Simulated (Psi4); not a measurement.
Input for Psi4:
```
memory 2 GB

molecule mol {
0 3
C    -0.869300    0.226800    0.204600
C     0.390900   -0.354800   -0.427200
O     1.555500    0.358500   -0.078500
H    -1.741900   -0.324600   -0.133500
H    -0.980100    1.270700   -0.076700
H    -0.816500    0.162100    1.290600
H     0.493600   -1.413800   -0.145600
H     0.333900   -0.291700   -1.516100
H     1.633800    0.366700    0.882300
}

set {
  basis sto-3g
  reference uhf
}

energy('mp3')
print_variables()
```

### Question
What total energy does MP3/STO-3G (Psi4) give?

### Answer
-151.9145 Eh

### Question
What is the computed MP2 correlation energy (MP3/STO-3G)?

### Answer
-0.1249 Eh

### Question
Give the SCF-reference <S^2> at the level MP3/STO-3G.

### Answer
2.008

### Question
What is the computed number of basis functions (MP3/STO-3G)?

### Answer
21

### Question
What nuclear repulsion energy does MP3/STO-3G give?

### Answer
81.9371 Eh

These values belong to the state on which the SCF converged, which isn't shown to be the lowest.
